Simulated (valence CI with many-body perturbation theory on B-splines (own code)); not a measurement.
Values are calculated unless marked as measured or tabulated.
# From CI to CI+MBPT in Hf LXVII

Level of theory: valence CI with perturbative core correlation (CI+MBPT): four valence electrons over a frozen Dirac-Fock core [He], a basis of 11 s, 11 p, 9 d, 7 f, 5 g, 2 h, 1 i functions for each j, with the one-electron correlation potential Σ1 (screened to all orders), the two-electron term Σ2, the three-electron term Σ3, Breit, model QED; selected single and double excitations, second order for the rest (own B-spline code, finite nucleus).

The last digits are not significant, and no measured levels were compared; by estimate large intervals hold to a few tenths of a per cent, small ones and those within an open d or f shell to about a per cent. Among the levels kept, up to 290 cm⁻¹ of a level comes from second order outside the variational space, and about a tenth of that is noise between levels of different J, which matters for small intervals.

Each rung adds one term. CI alone is the Dirac-Coulomb CI over the frozen core; QED comes last and gives the full result, which names the levels. Energies are above (2s^2 2p1/2^2) J=0 on the same rung, in × 10³ cm⁻¹.

Levels are named by their leading jj configuration (3d3/2^4 stands for four electrons in 3d with j = 3/2), which in mixed levels can hold well under half, so a name can repeat and another be missing. Letters in brackets count levels of one name in rising energy.

```csv
Level,CI alone,Σ1,Σ2,Σ3,Breit,QED,Full
(2s^2 2p1/2 2p3/2) J=1,10162,+1.67,-0.51,-0.05,-151.53,+13.97,10025
(2s^2 2p1/2 2p3/2) J=2,10369,+1.68,-0.28,-0.29,-212.44,+13.97,10172
(2s 2p1/2^2 2p3/2) J=2,12536,-1.11,-2.03,-0.46,-58.35,-119.34,12355
(2s 2p1/2^2 2p3/2) J=1,13202,-1.11,-3.27,-1.19,-35.20,-119.79,13041
(2s^2 2p3/2^2) J=2,20674,+3.32,-0.28,-0.41,-324.55,+25.89,20378
(2s^2 2p3/2^2) J=0,21096,+3.32,+0.49,-0.85,-258.02,+25.67,20867
(2s 2p1/2 2p3/2^2) J=2 [a],22454,+0.56,-1.50,-0.36,-190.08,-105.64,22156
(2s 2p1/2 2p3/2^2) J=3,22901,+0.56,-1.74,-0.69,-283.32,-105.76,22510
(2s 2p1/2 2p3/2^2) J=0,23242,+0.57,-1.07,-0.89,-140.59,-105.88,22994
(2s 2p1/2 2p3/2^2) J=1 [a],23462,+0.56,-3.67,-1.30,-180.81,-106.28,23171
(2s 2p1/2 2p3/2^2) J=2 [b],23597,+0.56,-3.20,-1.37,-239.72,-106.25,23247
(2s 2p1/2 2p3/2^2) J=1 [b],23565,+0.57,-2.17,-1.20,-175.03,-106.10,23281
(2p1/2^2 2p3/2^2) J=2,26040,-2.17,-5.68,-1.68,-80.83,-237.30,25713
(2p1/2^2 2p3/2^2) J=0,26483,-2.16,-5.08,-1.73,-12.55,-237.27,26224
(2s 2p3/2^3) J=2,33416,+2.24,-1.44,-0.95,-336.45,-92.18,32987
(2s 2p3/2^3) J=1,34070,+2.24,-2.82,-1.49,-316.64,-92.62,33658
(2p1/2 2p3/2^3) J=1,36283,-0.55,-4.92,-1.64,-189.23,-226.00,35861
(2p1/2 2p3/2^3) J=2,36491,-0.54,-4.63,-1.63,-249.17,-226.00,36009
(2p3/2^4) J=0,46967,+1.14,-3.82,-1.65,-316.58,-212.53,46434
```

The middle columns are the shifts that each term adds.

**Question.** How does the ionisation energy move along the ladder, and which term matters most?

**Answer.** CI alone 17319, + Σ1 17320, + Σ2 17319, + Σ3 17319, + Breit 17283, + QED 17283 eV. The largest step is Breit, -36 eV. NIST lists 17280 ± 40 eV (theoretical).
